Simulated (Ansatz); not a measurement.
`[SiH3][SiH2][SeH]` + PH₃ → `P[SeH]` + `[SiH3][SiH3]` at 600 K and 1 bar (ligand exchange at the Se–Si bond).

Computed with Ansatz on PBE0-D4/def2-TZVP structures; ΔE is electronic, products minus reactants. CBS: MP2 limit from def2 TZ/QZ plus the TZ coupled-cluster correction, frozen cores. This one scheme is used for every species. For Se outer-core shells are correlated without core-valence functions, which leaves a few kJ/mol of doubt a bond. Scalar relativity is left out up to krypton. Each species was taken in one conformer, which may not be the lowest.

| species | CCSD(T)/CBS energy (Eh) | H − E (kJ/mol) | S (J/(mol·K)) |
| --- | --- | --- | --- |
| `[SiH3][SiH2][SeH]` | -2982.48284 | 189.9 | 436.5 |
| PH₃ | -342.72256 | 86.3 | 240.2 |
| `P[SeH]` | -2743.44381 | 100.9 | 326.5 |
| `[SiH3][SiH3]` | -581.74359 | 174.5 | 343.9 |

H − E and S are ideal-gas, rigid-rotor, harmonic terms from PBE0-D4/def2-TZVP, for one conformer and one mirror image of each species. 1 Eh = 2625.50 kJ/mol, R = 8.31446 J/(mol·K).

**Question.** By hand: ΔE, ΔH, ΔS and ΔG.

**Answer.** ΔE = (-2743.44381) + (-581.74359) − (-2982.48284) − (-342.72256) = 0.01800 Eh = 47.3 kJ/mol. Δ(H − E) = 100.9 + 174.5 − 189.9 − 86.3 = -0.8, so ΔH = 46.5 kJ/mol. ΔS = 326.5 + 343.9 − 436.5 − 240.2 = -6.3 J/(mol·K). ΔG = 46.5 − 600 × (-6.3)/1000 = 50.3 kJ/mol.

**Question.** By hand: the equilibrium constant, and the temperature at which ΔG would vanish if ΔH and ΔS stayed fixed.

**Answer.** log₁₀ K = −ΔG/(RT ln 10) = -4.4. ΔH and −TΔS have one sign here, so there is no such temperature.

The number of gas molecules stays the same, so ΔS is small and ΔH decides. A doubt of 5 kJ/mol in ΔE shifts log₁₀ K by 0.4 here. Other conformers and mirror images would add mixing entropy, several J/(mol·K) or more a flexible species. These are equilibria of isolated gas molecules and say nothing of rates. Largest T1 diagnostic: 0.013 (customary marks: 0.02 for closed shells, 0.045 for open ones).

ΔS is within the doubt of such terms, so its sign, and with it that verdict, could turn.
